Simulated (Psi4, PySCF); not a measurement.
Approach curve of the dimer CH2O ··· H3O+ (SMILES C=O and [OH3+]) (charge +1). Monomers: optimised at B3LYP-D3(BJ) (def2-TZVP), held rigid. Orientation: lowest of the rigid-body minima from ten starts at GFN2-xTB. The monomers approach along the line of their centres of mass (distance R); nothing else relaxes.

RHF/6-31G* = restricted Hartree-Fock/6-31G*, spherical d, no counterpoise correction run with PySCF; SAPT0/jun-cc-pVDZ, frozen core (Psi4).

Interaction energies in kcal/mol:

| R / Å | RHF/6-31G* |
|---|---|
| 2.82 | -28.42 |
| 2.99 | -30.40 |
| 3.19 | -29.05 |
| 3.41 | -25.71 |
| 3.68 | -21.19 |
| 4.03 | -16.27 |
| 4.47 | -11.88 |
| 5.22 | -7.61 |
| 6.20 | -5.01 |
| 7.51 | -3.26 |

### Question
What does SAPT0/jun-cc-pVDZ give at the same points?

### Answer
2.82: -32.37; 2.99: -32.35; 3.19: -29.46; 3.41: -25.45; 3.68: -20.89; 4.03: -16.20; 4.47: -12.16; 5.22: -8.14; 6.20: -5.40; 7.51: -3.50 (kcal/mol).
